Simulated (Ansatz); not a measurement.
`C[N]=[W](=[O])([OH])[F]` + NH₃ → `C[N]=[W]([NH2])(=[O])[F]` + H₂O at 400 K and 1 bar (ligand exchange at a W–O bond).

Program: Ansatz. Geometries: PBE0-D4/def2-TZVP. ΔE: electronic, gas phase. CCSD(T)/CBS adds triple-zeta CCSD(T) − MP2 to the extrapolated MP2 energy (def2 sets, frozen cores). This one scheme is used for every species. def2 core potentials past Kr. For W outer-core shells are correlated without core-valence functions, which leaves a few kJ/mol of doubt a bond. Each species was taken in one conformer, which may not be the lowest.

```csv
species,CCSD(T)/CBS energy (Eh),H − E (kJ/mol),S (J/(mol·K))
`C[N]=[W](=[O])([OH])[F]`,-412.42562,198.3,418.5
NH₃,-56.50880,104.2,203.1
`C[N]=[W]([NH2])(=[O])[F]`,-392.54757,231.8,424.2
H₂O,-76.37941,69.8,198.6
```

H − E and S are ideal-gas, rigid-rotor, harmonic terms from PBE0-D4/def2-TZVP, for one conformer and one mirror image of each species. 1 Eh = 2625.50 kJ/mol, R = 8.31446 J/(mol·K).

Task: By hand: ΔE, ΔH, ΔS and ΔG.

Result: ΔE = (-392.54757) + (-76.37941) − (-412.42562) − (-56.50880) = 0.00744 Eh = 19.5 kJ/mol. Δ(H − E) = 231.8 + 69.8 − 198.3 − 104.2 = -0.9, so ΔH = 18.6 kJ/mol. ΔS = 424.2 + 198.6 − 418.5 − 203.1 = 1.2 J/(mol·K). ΔG = 18.6 − 400 × (1.2)/1000 = 18.1 kJ/mol.

Task: By hand: the equilibrium constant, and the temperature at which ΔG would vanish if ΔH and ΔS stayed fixed.

Result: log₁₀ K = −ΔG/(RT ln 10) = -2.4. ΔG = 0 at ΔH/ΔS = 15500 K, far beyond where these terms or the molecules hold.

The number of gas molecules stays the same, so ΔS is small and ΔH decides. A doubt of 5 kJ/mol in ΔE shifts log₁₀ K by 0.7 here. Other conformers and mirror images would add mixing entropy, several J/(mol·K) or more a flexible species. These are equilibria of isolated gas molecules and say nothing of rates. Largest T1 diagnostic: 0.020 (customary marks: 0.02 for closed shells, 0.045 for open ones).
